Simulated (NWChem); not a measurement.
System: C₄H₃N₂, doublet; SMILES [c]1cncnc1

Here is an NWChem input.

```
start job
memory heap 200 mb stack 900 mb global 1100 mb
geometry units angstroms noautosym nocenter noautoz
  C      0.000000     0.000000     1.365038
  C      1.202118     0.000000     0.690132
  N      1.200795     0.000000    -0.657930
  C      0.000000     0.000000    -1.245494
  N     -1.200795     0.000000    -0.657930
  C     -1.202118     0.000000     0.690132
  H      2.170033     0.000000     1.185881
  H      0.000000     0.000000    -2.333929
  H     -2.170033     0.000000     1.185881
end
basis spherical
  C library def2-svp
  N library def2-svp
  H library def2-svp
end
dft
  odft
  mult 2
  xc b3lyp
  iterations 150
end
cosmo
  do_cosmo_smd true
  solvent octanol
end
task dft energy
```

Output (shortened):

```
             Northwest Computational Chemistry Package (NWChem) 7.3.0
             --------------------------------------------------------

                             Geometry "geometry" -> ""
                             -------------------------

 Output coordinates in angstroms (scale by  1.889725989 to convert to a.u.)

  No.       Tag          Charge          X              Y              Z
 ---- ---------------- ---------- -------------- -------------- --------------
    1 C                    6.0000     0.00000000     0.00000000     1.36503800
    2 C                    6.0000     1.20211800     0.00000000     0.69013200
    3 N                    7.0000     1.20079500     0.00000000    -0.65793000
    4 C                    6.0000     0.00000000     0.00000000    -1.24549400
    5 N                    7.0000    -1.20079500     0.00000000    -0.65793000
    6 C                    6.0000    -1.20211800     0.00000000     0.69013200
    7 H                    1.0000     2.17003300     0.00000000     1.18588100
    8 H                    1.0000     0.00000000     0.00000000    -2.33392900
    9 H                    1.0000    -2.17003300     0.00000000     1.18588100

 Effective nuclear repulsion energy (a.u.)     199.3795817717

                                 NWChem DFT Module
                                 -----------------

 Summary of "ao basis" -> "ao basis" (spherical)
 ------------------------------------------------------------------------------
       Tag                 Description            Shells   Functions and Types
 ---------------- ------------------------------  ------  ---------------------
 C                          def2-svp                 6       14   3s2p1d
 N                          def2-svp                 6       14   3s2p1d
 H                          def2-svp                 3        5   2s1p

 in cosmo_initialize ...
 calling solv_data for solv:octanol

 solvent parameters
 solvname_short: octanol
 solvname_long:  1-octanol
 dielec:        9.8629
 dielecinf:     2.0435
 nonaqueous SMD model solvent descriptors
 dielec:        9.8629
 sola:          0.3700
 solb:          0.4800
 solc:          0.0000
 solg:         39.0100
 solh:          0.0000
 soln:          1.4295

          ---------------
          -cosmo- solvent
          ---------------
 Cosmo: York-Karplus, doi: 10.1021/jp992097l
 dielectric constant -eps-     =   9.86
 screen = (eps-1)/(eps    )    =   0.89861
 surface charge correction     = lagrangian

   van der Waals surface
 --------------------------

 ---------- ATOMIC COORDINATES (A.U.) ------------ VDWR(ANG.) --
     1    0.00000000    0.00000000    2.57954778     1.850
     2    2.27167363    0.00000000    1.30416038     1.850
     3    2.26917352    0.00000000   -1.24330742     1.890
     4    0.00000000    0.00000000   -2.35364238     1.850
     5   -2.26917352    0.00000000   -1.24330742     1.890
     6   -2.27167363    0.00000000    1.30416038     1.850
     7    4.10076776    0.00000000    2.24099015     1.200
     8    0.00000000    0.00000000   -4.41048629     1.200
     9   -4.10076776    0.00000000    2.24099015     1.200
 number of segments per atom =        128
 number of   points per atom =        128
 atom (   nspa,  nppa )
 ----------------------
    1 (     56,     0 )       0
    2 (     48,     0 )       0
    3 (     58,     0 )       0
    4 (     40,     0 )       0
    5 (     58,     0 )       0
    6 (     48,     0 )       0
    7 (     54,     0 )       0
    8 (     48,     0 )       0
    9 (     54,     0 )       0
 number of -cosmo- surface points =      464
 molecular surface =    109.523 angstrom**2
 molecular volume  =     92.261 angstrom**3
 -lineq- algorithm             =   0
 -bem- low  level              =   3
 -bem- from -octahedral-
 gaussian surface charge width =   4.50000
 degree of switching           =   1.00000
 switching function tolerance  =   0.00010
 atomic radii =
 --------------
    1  6.000  1.850
    2  6.000  1.850
    3  7.000  1.890
    4  6.000  1.850
    5  7.000  1.890
    6  6.000  1.850
    7  1.000  1.200
    8  1.000  1.200
    9  1.000  1.200
 ...... end of -cosmo- initialization ......

 nat:                     9
 ixmem:                  4523
 calling mnsol_interface()
 G(SMD-CDS) energy (kcal/mol)  =    -0.024
 SMD-CDS SASA (angstrom**2)    =   126.715

[...]

                                COSMO-SMD solvation results
                                ---------------------------

             internal energy in gas <Psi(g)|H|Psi(g)> =      -263.438040695395
         internal energy in solvent <Psi(s)|H|Psi(s)> =      -263.437249432330
                               delta internal energy  =         0.000791263065 (    0.50 kcal/mol)
   total free energy in solvent <Psi(s)|H+V/2|Psi(s)> =      -263.445150983011
 polarization energy contribution <Psi(s)|V/2|Psi(s)> =        -0.007901550681 (   -4.96 kcal/mol)
    total free energy in solvent including G(SMD-CDS) =      -263.445189369137
                       G(SMD-CDS) energy contribution =        -0.000038386126 (   -0.02 kcal/mol)
     1 M fixed-concentration free energy of solvation =        -0.007148673742 (   -4.49 kcal/mol)

                    DFT Final Alpha Molecular Orbital Analysis
                    ------------------------------------------

 Vector   19  Occ=1.000000D+00  E=-3.049056D-01
              MO Center=  1.5D-09,  6.7D-12,  3.6D-01, r^2= 2.6D+00
   Bfn.  Coefficient  Atom+Function         Bfn.  Coefficient  Atom+Function
  ----- ------------  ---------------      ----- ------------  ---------------
     5      0.399279  1 C  py                47     -0.305352  4 C  py
     8      0.254706  1 C  py                19      0.208963  2 C  py
    75      0.208963  6 C  py                50     -0.199942  4 C  py
    33      0.162772  3 N  py                61      0.162772  5 N  py
    22      0.119092  2 C  py                78      0.119092  6 C  py

 Vector   20  Occ=1.000000D+00  E=-2.758549D-01
              MO Center= -3.7D-08,  9.7D-12, -5.1D-01, r^2= 3.2D+00
   Bfn.  Coefficient  Atom+Function         Bfn.  Coefficient  Atom+Function
  ----- ------------  ---------------      ----- ------------  ---------------
    32      0.371995  3 N  px                60      0.371995  5 N  px
    35     -0.275735  3 N  px                63     -0.275735  5 N  px
    46      0.192460  4 C  px                 4     -0.187082  1 C  px
     7     -0.158921  1 C  px                34     -0.146492  3 N  pz
    62      0.146492  5 N  pz                85      0.121748  7 H  s

 Vector   21  Occ=1.000000D+00  E=-2.650630D-01
              MO Center= -7.3D-09,  2.1D-10,  6.3D-01, r^2= 3.2D+00
   Bfn.  Coefficient  Atom+Function         Bfn.  Coefficient  Atom+Function
  ----- ------------  ---------------      ----- ------------  ---------------
     6      0.493048  1 C  pz                 9      0.330516  1 C  pz
    34     -0.244751  3 N  pz                62     -0.244751  5 N  pz
     3      0.231829  1 C  s                 37      0.165121  3 N  pz
    65      0.165121  5 N  pz                20     -0.153652  2 C  pz
    76     -0.153652  6 C  pz                90      0.135032  8 H  s

 Vector   22  Occ=0.000000D+00  E=-5.908325D-02
              MO Center= -1.8D-10,  1.2D-10,  2.4D-01, r^2= 3.1D+00
   Bfn.  Coefficient  Atom+Function         Bfn.  Coefficient  Atom+Function
  ----- ------------  ---------------      ----- ------------  ---------------
    22      0.403954  2 C  py                78     -0.403954  6 C  py
    19      0.373844  2 C  py                75     -0.373844  6 C  py
    36     -0.336769  3 N  py                64      0.336769  5 N  py
    33      0.297905  3 N  py                61     -0.297905  5 N  py
    10      0.035887  1 C  d -2              52     -0.033229  4 C  d -2

 Vector   23  Occ=0.000000D+00  E=-4.059046D-02
              MO Center=  1.0D-10, -3.8D-10, -1.3D-01, r^2= 3.1D+00
   Bfn.  Coefficient  Atom+Function         Bfn.  Coefficient  Atom+Function
  ----- ------------  ---------------      ----- ------------  ---------------
    50      0.469644  4 C  py                 8      0.464778  1 C  py
    47      0.433987  4 C  py                 5      0.358282  1 C  py
    22     -0.262303  2 C  py                78     -0.262303  6 C  py
    36     -0.216068  3 N  py                64     -0.216068  5 N  py
    33      0.200722  3 N  py                61      0.200722  5 N  py

 Vector   24  Occ=0.000000D+00  E= 9.563545D-02
              MO Center=  1.5D-07,  2.3D-11,  5.2D-01, r^2= 9.7D+00
   Bfn.  Coefficient  Atom+Function         Bfn.  Coefficient  Atom+Function
  ----- ------------  ---------------      ----- ------------  ---------------
    86      1.351238  7 H  s                 96      1.351238  9 H  s
    91      0.984381  8 H  s                 17     -0.602068  2 C  s
    73     -0.602068  6 C  s                 21     -0.587950  2 C  px
    77      0.587950  6 C  px                45     -0.493286  4 C  s
    51      0.490430  4 C  pz                23     -0.427623  2 C  pz

                     DFT Final Beta Molecular Orbital Analysis
                     -----------------------------------------

 Vector   18  Occ=1.000000D+00  E=-3.333661D-01
              MO Center=  4.5D-08, -1.4D-11, -6.4D-01, r^2= 3.2D+00
   Bfn.  Coefficient  Atom+Function         Bfn.  Coefficient  Atom+Function
  ----- ------------  ---------------      ----- ------------  ---------------
    31      0.273990  3 N  s                 59      0.273990  5 N  s
    30      0.232152  3 N  s                 58      0.232152  5 N  s
    34      0.225558  3 N  pz                62      0.225558  5 N  pz
     2      0.208187  1 C  s                 32     -0.200674  3 N  px
    60      0.200674  5 N  px                90     -0.198669  8 H  s

[...]
```

Level: B3LYP/def2-SVP, spin-unrestricted, SMD on the gas-phase geometry. In the optimisation the excess spin sits in a1 (C2v, its own frame). Coordinates come from a B3LYP/6-31G* (spherical d), spin-unrestricted optimisation. No stability test was run on the SCF state. B3LYP is NWChem's, with the RPA form of VWN correlation. Solvent: 1-octanol.
